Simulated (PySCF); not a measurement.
cyclobutylmethylsilane (C5H12Si), SMILES [SiH3]CC1CCC1.

Geometry optimised at PBE-D3(BJ)/def2-SVP. Other conformers were not sampled.

Level of theory: PySCF with PBE-D3(BJ)/def2-SVP.

Frequencies are harmonic and unscaled.

Computed harmonic wavenumbers and intensities:
```tsv
mode	ν (cm⁻¹)	IR (km/mol)	moving atoms (share of kinetic energy)
1	78	0.2	C 44 %, H 41 %, Si 15 %
2	116	0.1	H 63 %, C 32 %
3	133	0.1	H 53 %, C 30 %, Si 17 %
4	173	0.2	H 52 %, C 42 %
5	315	1.1	C 52 %, H 28 %, Si 20 %
6	383	0.7	H 52 %, C 45 %
7	494	5.9	H 91 %
8	533	12.5	H 62 %, C 28 %, Si 10 %
9	632	3.8	H 57 %, C 37 %
10	717	16.2	C 45 %, H 41 %, Si 14 %
11	753	1.9	H 59 %, C 38 %
12	768	4.6	H 77 %, C 22 %
13	801	34.6	H 65 %, C 30 %
14	874	4.2	C 56 %, H 43 %
15	888	213.0	H 90 %, Si 10 %
16	913	30.7	H 97 %
17	917	36.3	H 97 %
18	927	1.8	H 58 %, C 42 %
19	936	1.1	H 62 %, C 38 %
20	963	1.3	C 56 %, H 44 %
21	992	4.2	H 65 %, C 34 %
22	1036	4.7	H 57 %, C 42 %
23	1102	2.3	C 56 %, H 44 %
24	1144	4.0	H 65 %, C 35 %
25	1150	2.0	H 57 %, C 43 %
26	1178	3.7	H 64 %, C 35 %
27	1203	0.1	H 75 %, C 25 %
28	1211	0.6	H 76 %, C 24 %
29	1214	1.2	H 76 %, C 24 %
30	1232	2.4	H 64 %, C 36 %
31	1246	0.2	H 65 %, C 35 %
32	1324	10.3	H 63 %, C 37 %
33	1373	5.2	H 89 %, C 11 %
34	1397	1.1	H 92 %, C 8 %
35	1405	4.0	H 93 %
36	1435	1.8	H 85 %, C 15 %
37	2152	73.6	H 99 %
38	2160	108.7	H 96 %
39	2162	115.5	H 96 %
40	2958	7.9	H 94 %
41	2967	10.0	H 93 %
42	2979	47.6	H 95 %
43	2984	16.5	H 95 %
44	2995	34.8	H 94 %
45	3015	10.7	H 91 %, C 9 %
46	3041	13.5	H 90 %, C 10 %
47	3045	18.1	H 90 %, C 10 %
48	3059	43.4	H 90 %, C 10 %
```
